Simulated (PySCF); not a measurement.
Job file and geometry (Å, from GFN2-xTB) of an NMR shielding run on SMILES [SiH3]N(C=C)[C@@H](C)CC, C6H15NSi, PySCF 2.14.0, density-fitted response routines, GIAO PBE0/pcSseg-1 NMR shielding, non-relativistic, gas phase; density fitting, a coarse starting grid and PySCF grid level 2 are the driver's defaults:

```
$ OMP_NUM_THREADS=1 python probes_run.py task.json out

{"job": {"kind": "nmr", "xc": "PBE0", "basis": "pcSseg-1"}, "charge": 0, "multiplicity": 1}
C     -2.667050     0.889655    -0.154425
C     -1.389043     0.692431    -0.455199
N     -0.607457    -0.370345    -0.054237
Si    -1.240602    -1.616176     0.971364
C      0.775791    -0.375152    -0.505654
C      0.873006    -0.427417    -2.032641
C      1.575282     0.804201     0.068355
C      1.616513     0.774608     1.590601
H     -3.233971     0.207106     0.452401
H     -3.184758     1.757397    -0.520542
H     -0.882915     1.421156    -1.074625
H     -1.696870    -1.045310     2.242888
H     -0.129508    -2.537005     1.205640
H     -2.342169    -2.316147     0.304183
H      1.224316    -1.294486    -0.116669
H      0.260278    -1.241500    -2.412992
H      1.904817    -0.597174    -2.330310
H      0.534661     0.499793    -2.487946
H      2.591575     0.753677    -0.328643
H      1.136885     1.747409    -0.262669
H      0.609786     0.836914     1.996790
H      2.070937    -0.149137     1.942696
H      2.195742     1.612487     1.971712
```

Task: Write the output of this run.

Result: 
```
coarse grid: 18504 points
cycle   1  E = -581.2592258921  dE =  7.402e-01  |g| = 4.887e-01  |ddm| = 4.131e+00
cycle   2  E = -581.2500656896  dE =  9.160e-03  |g| = 5.287e-01  |ddm| = 9.247e-01
cycle   3  E = -581.3223377849  dE = -7.227e-02  |g| = 4.606e-02  |ddm| = 5.011e-01
cycle   4  E = -581.3225544242  dE = -2.166e-04  |g| = 3.587e-02  |ddm| = 6.543e-02
cycle   5  E = -581.3228666683  dE = -3.122e-04  |g| = 8.564e-03  |ddm| = 3.557e-02
cycle   6  E = -581.3228809422  dE = -1.427e-05  |g| = 3.221e-03  |ddm| = 1.004e-02
cycle   7  E = -581.3228830318  dE = -2.090e-06  |g| = 3.368e-04  |ddm| = 2.357e-03
final grid: 170752 points
cycle   8  E = -581.3709346216  dE = -6.400e-05  |g| = 9.843e-03  |ddm| = 4.489e-02
cycle   9  E = -581.3709245733  dE =  1.005e-05  |g| = 1.172e-02  |ddm| = 1.995e-02
cycle  10  E = -581.3709587873  dE = -3.421e-05  |g| = 1.925e-03  |ddm| = 1.191e-02
cycle  11  E = -581.3709596437  dE = -8.564e-07  |g| = 3.471e-04  |ddm| = 1.925e-03
cycle  12  E = -581.3709596710  dE = -2.727e-08  |g| = 8.724e-05  |ddm| = 3.416e-04
cycle  13  E = -581.3709596725  dE = -1.546e-09  |g| = 3.095e-05  |ddm| = 9.141e-05
cycle  14  E = -581.3709596728  dE = -2.256e-10  |g| = 5.458e-06  |ddm| = 2.909e-05
converged SCF energy = -581.3709596728

GIAO shielding tensors (ppm)
atom      isotropic    diamagn.    paramagn.     s11        s22        s33       span
  0 C       97.554     256.543    -158.989     12.690    113.763    166.211    153.521
  1 C       44.015     254.179    -210.164    -68.775     54.281    146.540    215.315
  2 N      188.696     332.322    -143.627    128.810    202.940    234.337    105.526
  3 Si     399.430     883.032    -483.602    344.733    374.745    478.812    134.079
  4 C      124.642     244.392    -119.750    108.454    119.243    146.230     37.776
  5 C      162.129     247.604     -85.475    139.618    160.172    186.598     46.981
  6 C      153.992     249.879     -95.887    138.640    151.143    172.194     33.553
  7 C      173.232     247.850     -74.618    160.707    171.863    187.125     26.418
  8 H       27.697      32.705      -5.008     24.797     25.100     33.194      8.396
  9 H       27.505      29.988      -2.483     25.246     25.529     31.740      6.494
 10 H       25.275      33.853      -8.577     22.009     23.092     30.725      8.716
 11 H       26.842      31.212      -4.369     23.519     24.852     32.156      8.638
 12 H       27.351      31.837      -4.487     23.940     26.766     31.345      7.405
 13 H       26.803      30.727      -3.923     23.349     24.279     32.781      9.432
 14 H       28.872      35.016      -6.144     25.471     29.140     32.006      6.535
 15 H       30.520      30.557      -0.038     26.129     28.726     36.704     10.575
 16 H       30.699      30.265       0.434     26.351     28.191     37.555     11.205
 17 H       30.292      31.220      -0.928     26.540     29.373     34.962      8.423
 18 H       30.483      32.204      -1.721     25.014     30.160     36.274     11.260
 19 H       30.207      33.319      -3.112     26.527     29.952     34.142      7.615
 20 H       30.603      32.252      -1.648     25.883     31.353     34.573      8.690
 21 H       31.083      30.959       0.124     27.122     28.817     37.310     10.187
 22 H       30.668      28.698       1.970     25.811     27.673     38.520     12.709
```

Task: Turn these shieldings into chemical shifts. Shifts are taken against calculated references (same method and geometry level): ¹³C (σref 186.93), ²⁹Si (σref 349.16), ¹H (σref 31.72) against TMS; NH3 for ¹⁵N (σref 267.73).

Result: Averaging equivalent atoms: C 1: 142.9; C 0: 89.4; C 4: 62.3; C 6: 32.9; C 5: 24.8; C 7: 13.7; N 2: 79.0; Si 3: -50.3; H 10: 6.44; H 11/12/13: 4.72; H 9: 4.21; H 8: 4.02; H 14: 2.84; H 19: 1.51; H 18: 1.23; H 15/16/17: 1.21; H 20/21/22: 0.93 ppm. Experimental scales use liquid or dissolved standards, which lie at an offset from isolated NH3 (liquid NH3: subtract about 20 ppm).

Size and cost of the density-fitted run: 218 basis functions, 32 s wall time on 1 thread of an Intel Xeon 6975P-C, shared host; peak memory 0.89 GiB.
